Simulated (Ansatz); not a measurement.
Ideal-gas functions of `[F][GaH][B](S)Cl` at 298.15 K and 1 bar, from an Ansatz frequency run at PBE0-D4/def2-TZVP.

Molar mass 169.07 g/mol, point group Cs (symmetry number 1), electronic degeneracy 1, moments of inertia 188.558, 407.781, 596.339 u Å². Harmonic wavenumbers (cm⁻¹, unscaled): 53, 94, 174, 212, 279, 355, 485, 523, 602, 641, 794, 943, 989, 2005, 2664.

Use S(trans) = R[1.5 ln M + 2.5 ln T − 1.1517]; rotational temperatures θ = 24.2544 K / I; S(rot) = R[ln(√π/σ · √(T³/θAθBθC)) + 1.5]; for each mode x = 1.438777 ν̃/T, S = R[x/(eˣ − 1) − ln(1 − e⁻ˣ)] and H = RT x/(eˣ − 1); 1 cm⁻¹ = 0.0119627 kJ/mol; R = 8.31446 J/(mol·K).

Question: By hand: the entropy, in J/(mol·K).

Answer: Translation 172.8. Rotation: θ = 0.1286, 0.0595, 0.0407 K, giving 121.9. Vibration, mode by mode: 19.67, 14.96, 10.01, 8.48, 6.44, 4.79, 2.92, 2.52, 1.87, 1.61, 0.89, 0.49, 0.41, 0.01, 0.00, in all 75.1. Electronic 0.0. Sum 369.8 J/(mol·K).

Question: By hand: H − E and G − E in kJ/mol, counted from the electronic energy.

Answer: Zero-point energy ½ × 10813 × 0.0119627 = 64.7; thermal vibration 11.6; translation, rotation and pV give 4 RT = 9.9. H − E = 86.2 kJ/mol, and G − E = 86.2 − 298.15 × 369.8/1000 = -24.1 kJ/mol.

Vibration gives 20 % of the entropy, 34.6 J/(mol·K) of it from the modes under 150 cm⁻¹: soft modes count most, and the harmonic formula is weakest for them. The sum counts one conformer and one mirror image; others add a mixing term.
